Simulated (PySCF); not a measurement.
## Ionisation energy of Pm²⁴⁺ by level of theory

Pm²⁴⁺ [Kr] 4d1 (2D) → Pm²⁵⁺ [Kr] (1S), as a difference of total energies. Computed with PySCF 2.14 in an uncontracted even-tempered set (20 s from 1.5 bohr⁻², ratio 2.5; 14 p from 2 bohr⁻², ratio 2.5; 9 d from 2 bohr⁻², ratio 2.5; 4 f from 8 bohr⁻², ratio 2.7; 3 g from 12 bohr⁻², ratio 2.7), with the spin-free X2C one-electron Hamiltonian (Gaussian nucleus). Correlated levels: outer shells: [Ar] 3d10 frozen; virtual orbitals above 40 to 60 times the deepest correlated orbital energy dropped. The calculations carry no spin-orbit coupling.

```json
{"method": "UHF", "ionisation energy (eV)": "763.76"}
{"method": "MP2 (outer shells)", "ionisation energy (eV)": "764.15"}
{"method": "SCS-MP2 (outer shells)", "ionisation energy (eV)": "764.14"}
{"method": "CCSD (outer shells)", "ionisation energy (eV)": "764.21"}
{"method": "CCSD(T) (outer shells)", "ionisation energy (eV)": "764.21"}
```

How much does correlation contribute at CCSD(T) (outer shells)?

764.21 − (763.76) = 0.45 eV, measured against UHF.

Breit and QED terms and the two-electron picture change are absent.

The reference lies between the lowest fine-structure levels, while these numbers refer to the centres of the terms.

For comparison: 767 ± 4 eV (theoretical estimate listed by NIST; NIST Atomic Spectra Database, ionization energies).
